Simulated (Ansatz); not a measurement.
Relaxation of CH7ClFNSi2 (13 atoms, charge 0, multiplicity 1), to a largest force component of 0.015 eV/Å in at most 40 steps.

Method: RKS PBE-D4/def2-SVP (Ansatz).

```xyz
13
Properties=species:S:1:pos:R:3
N -1.604 -0.927 0.532
Si -0.362 -0.145 -0.332
C 1.060 -1.269 -0.562
F 0.754 -2.397 -1.183
Si 0.485 1.782 0.646
Cl -1.014 3.178 0.939
H -1.309 -1.837 0.787
H -1.679 -0.396 1.452
H -0.947 0.221 -1.604
H 1.536 -1.567 0.431
H 1.866 -0.821 -1.144
H 1.531 2.425 -0.193
H 1.031 1.522 1.979
```

Question: Where does it end, and by what steps?

Answer: The run converged. After 21 steps the energy has fallen by 0.696 eV; Cl6 moved furthest, 0.69 Å.

```json
{"step": "0", "energy less start (eV)": "0.0000", "largest force component (eV/Å)": "2.855", "accepted": "yes"}
{"step": "1", "energy less start (eV)": "-0.4730", "largest force component (eV/Å)": "1.075", "accepted": "yes"}
{"step": "2", "energy less start (eV)": "-0.5544", "largest force component (eV/Å)": "0.401", "accepted": "yes"}
{"step": "3", "energy less start (eV)": "-0.5789", "largest force component (eV/Å)": "0.300", "accepted": "yes"}
{"step": "4", "energy less start (eV)": "-0.5993", "largest force component (eV/Å)": "0.188", "accepted": "yes"}
{"step": "5", "energy less start (eV)": "-0.6083", "largest force component (eV/Å)": "0.141", "accepted": "yes"}
{"step": "6", "energy less start (eV)": "-0.6143", "largest force component (eV/Å)": "0.213", "accepted": "yes"}
{"step": "7", "energy less start (eV)": "-0.6334", "largest force component (eV/Å)": "0.284", "accepted": "yes"}
{"step": "8", "energy less start (eV)": "-0.6374", "largest force component (eV/Å)": "0.236", "accepted": "yes"}
{"step": "9", "energy less start (eV)": "-0.5309", "largest force component (eV/Å)": "2.839", "accepted": "no"}
{"step": "10", "energy less start (eV)": "-0.6648", "largest force component (eV/Å)": "0.157", "accepted": "yes"}
{"step": "11", "energy less start (eV)": "-0.6669", "largest force component (eV/Å)": "1.065", "accepted": "yes"}
{"step": "12", "energy less start (eV)": "-0.6809", "largest force component (eV/Å)": "0.263", "accepted": "yes"}
{"step": "13", "energy less start (eV)": "-0.6807", "largest force component (eV/Å)": "0.211", "accepted": "no"}
{"step": "14", "energy less start (eV)": "-0.6919", "largest force component (eV/Å)": "0.120", "accepted": "yes"}
{"step": "15", "energy less start (eV)": "-0.6936", "largest force component (eV/Å)": "0.065", "accepted": "yes"}
{"step": "16", "energy less start (eV)": "-0.6946", "largest force component (eV/Å)": "0.042", "accepted": "yes"}
{"step": "17", "energy less start (eV)": "-0.6952", "largest force component (eV/Å)": "0.057", "accepted": "yes"}
{"step": "18", "energy less start (eV)": "-0.6954", "largest force component (eV/Å)": "0.028", "accepted": "yes"}
{"step": "19", "energy less start (eV)": "-0.6956", "largest force component (eV/Å)": "0.024", "accepted": "yes"}
{"step": "20", "energy less start (eV)": "-0.6957", "largest force component (eV/Å)": "0.018", "accepted": "yes"}
{"step": "21", "energy less start (eV)": "-0.6958", "largest force component (eV/Å)": "0.011", "accepted": "yes"}
```

```xyz
13
Properties=species:S:1:pos:R:3
N -1.320 -0.789 0.820
Si -0.193 -0.131 -0.339
C 1.194 -1.426 -0.565
F 0.607 -2.588 -1.087
Si 0.521 1.870 0.678
Cl -1.253 2.738 1.411
H -1.750 -1.695 0.607
H -2.018 -0.146 1.205
H -0.716 0.184 -1.726
H 1.672 -1.672 0.410
H 1.991 -1.076 -1.260
H 1.171 2.852 -0.257
H 1.440 1.648 1.850
```

Whether the end is a true minimum wasn't checked by a vibrational analysis.

The run took 79 s on 2 threads of Arm Neoverse V1 (shared host), peak memory 0.19 GiB.
